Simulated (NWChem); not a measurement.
# Relativistic effects in H3IO2Si

```
Si
O 1 1.6544
H 2 0.9658 1 118.05
O 1 1.6573 2 113.25 3 -66.25
H 4 0.9666 1 116.56 2 -59.39
H 1 1.4772 2 105.36 3 169.69
I 1 2.4646 6 109.71 2 119.62
```
Charge 0, spin multiplicity 1.

All runs are NWChem calculations. The geometry was optimised at B3LYP/def2-SVP with def2 effective core potentials on I, a minimum by its harmonic frequencies. It is one conformer; others weren't searched.

Functional PBE0, all-electron basis x2c-SVPall-2c, contracted for the X2C Hamiltonian and used here with ZORA. The ion keeps the geometry and has multiplicity 2 in the scalar run; the spin-orbit run starts from the same electron counts.

Costs are rough ratios of processor time within this set of runs, SCF included, with scalar ZORA as 1.

The structure started from a generated list of species. No SCF solution was tested for a lower state.

```tsv
Hamiltonian	ΔSCF ionisation energy (eV)	HOMO (eV)	LUMO (eV)	gap (eV)	relative cost
scalar ZORA	9.93	-7.52	0.19	7.71	1
spin-orbit ZORA	…	…	…	…	under 3
```

Q: Complete the blanks.

A: 
- spin-orbit ZORA, ΔSCF ionisation energy (eV): 9.73
- spin-orbit ZORA, HOMO (eV): -7.25
- spin-orbit ZORA, LUMO (eV): 0.20
- spin-orbit ZORA, gap (eV): 7.44
